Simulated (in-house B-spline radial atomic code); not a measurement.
Radial electron density of Co V (Co4+), [Ar] 3d5. Level of theory: scalar-relativistic (X2C) r2SCAN0, spin-polarised, spherical fractional occupations, Fermi nucleus of rms radius 3.7875 fm; calculated with a B-spline radial code for spherical atoms.

One-electron X2C: radii and densities carry no picture-change correction, so inner-shell <1/r> comes out high (for 1s by about 2 % at Z = 33, 5 % at 54, 10 % at 75, 30 % at 118) and <r> low.

Columns: r (bohr), 4πr²n(r) (electrons per bohr), bar.

```
 0.00214   0.9043 #
 0.00256    1.238 #
 0.00305    1.676 ##
 0.00364    2.265 ###
 0.00434    3.039 ####
 0.00518    4.058 #####
 0.00619    5.384 ######
 0.00738    7.051 ########
 0.00881    9.144 ###########
  0.0105    11.67 ##############
  0.0126    14.77 ##################
   0.015    18.14 ######################
  0.0179    21.81 ##########################
  0.0213    25.44 ##############################
  0.0255    28.84 ##################################
  0.0304    31.35 ######################################
  0.0363    32.65 #######################################
  0.0433    32.44 #######################################
  0.0517    30.81 #####################################
  0.0617    28.37 ##################################
  0.0736    26.22 ###############################
  0.0879    25.59 ###############################
   0.105    27.29 #################################
   0.125    30.92 #####################################
   0.149    34.89 ##########################################
   0.178    36.79 ############################################
   0.213    34.57 #########################################
   0.254    28.49 ##################################
   0.303    20.99 #########################
   0.362    15.49 ###################
   0.432    14.17 #################
   0.515    16.02 ###################
   0.615    17.99 ######################
   0.734    17.38 #####################
   0.876     13.9 #################
    1.05    9.032 ###########
    1.25    4.906 ######
    1.49    2.183 ###
    1.78   0.7834 #
    2.12   0.2315 
    2.53   0.0528 
    3.02 0.008831
```

On this grid the curve has 3 maxima, near 0.0363, 0.178, 0.615 bohr.

The 3p down radial function P(r) = rR(r), positive near the nucleus:

```json
{"r (bohr)": "0.00214", "P": "0.001241"}
{"r (bohr)": "0.00305", "P": "0.002383"}
{"r (bohr)": "0.00434", "P": "0.004571"}
{"r (bohr)": "0.00619", "P": "0.008796"}
{"r (bohr)": "0.00881", "P": "0.01676"}
{"r (bohr)": "0.0126", "P": "0.03189"}
{"r (bohr)": "0.0179", "P": "0.05888"}
{"r (bohr)": "0.0255", "P": "0.1063"}
{"r (bohr)": "0.0363", "P": "0.1841"}
{"r (bohr)": "0.0517", "P": "0.3007"}
{"r (bohr)": "0.0736", "P": "0.4497"}
{"r (bohr)": "0.105", "P": "0.59"}
{"r (bohr)": "0.149", "P": "0.6211"}
{"r (bohr)": "0.213", "P": "0.4043"}
{"r (bohr)": "0.303", "P": "-0.1183"}
{"r (bohr)": "0.432", "P": "-0.7851"}
{"r (bohr)": "0.615", "P": "-1.192"}
{"r (bohr)": "0.876", "P": "-1.07"}
{"r (bohr)": "1.25", "P": "-0.6023"}
{"r (bohr)": "1.78", "P": "-0.1993"}
{"r (bohr)": "2.53", "P": "-0.033"}
```
